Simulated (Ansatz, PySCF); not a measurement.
Process, species as SMILES: O=BF [fluoro(oxo)borane] -> O=BF as doublet, charge +1 + e-
Structures are relaxed separately at B3LYP-D3(BJ)/def2-TZVP in Ansatz (a program for electronic structure). A spin state is the lowest found, not a proven ground state.

Quantity: adiabatic ionisation energy (0 K, with B3LYP-D3(BJ) harmonic zero-point energies from PySCF), in eV. Correlated levels leave the core frozen unless marked. Open shells are spin-unrestricted. Spin-orbit coupling is left out. Non-relativistic. Basis-set limits of correlation are two-point, X^-3; Hartree-Fock from the larger set.

| level | program | adiabatic ionisation energy (eV) |
|---|---|---|
| PBE-D4/def2-TZVPD | Ansatz + dftd4 | 13.03 |
| BLYP-D4/def2-TZVPD | Ansatz + dftd4 | 12.95 |

Q: What does CCSD(T)/CBS(cc-pVTZ,cc-pVQZ) (Ansatz) give?

A: 13.15 eV, so BLYP-D4/def2-TZVPD differs from it by -0.20 eV.
